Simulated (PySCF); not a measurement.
PySCF 2.14 output of an unrestricted BP86 calculation on a single atom or ion in def2-SVP with the def2 core potential (28 electrons), with a scalar-relativistic core potential:

```
SCF conv_tol = 1e-09
number electrons alpha = 12  beta = 10
    A. D. Becke.,  Phys. Rev. A 38, 3098 (1988)
    J. P. Perdew.,  Phys. Rev. B 33, 8822 (1986)
cycle= 1 E= -214.364214632871  delta_E= -0.00839  |g|= 0.0343  |ddm|= 0.402
cycle= 2 E= -214.364408867115  delta_E= -0.000194  |g|= 0.0161  |ddm|= 0.0273
cycle= 3 E= -214.364479232511  delta_E= -7.04e-05  |g|= 0.00213  |ddm|= 0.0212
cycle= 4 E= -214.364481923118  delta_E= -2.69e-06  |g|= 3.49e-05  |ddm|= 0.00575
cycle= 5 E= -214.364481924041  delta_E= -9.23e-10  |g|= 1.49e-06  |ddm|= 5.88e-05
converged SCF energy = -214.364481924041  <S^2> = 2.0015039  2S+1 = 3.0010024
```

The run itself started from symmetry-adapted Hartree-Fock orbitals and held the occupation by maximum overlap, on a logarithmic radial grid, so the iterations belong to that start.

Question: Which element, charge and spin multiplicity is this?

Answer: Sn (tin, neutral), multiplicity 3; the state was [Kr] 4d10 5s2 5p2, high-spin 3P determinant.

Energies and moments cover only the electrons outside the core potential.
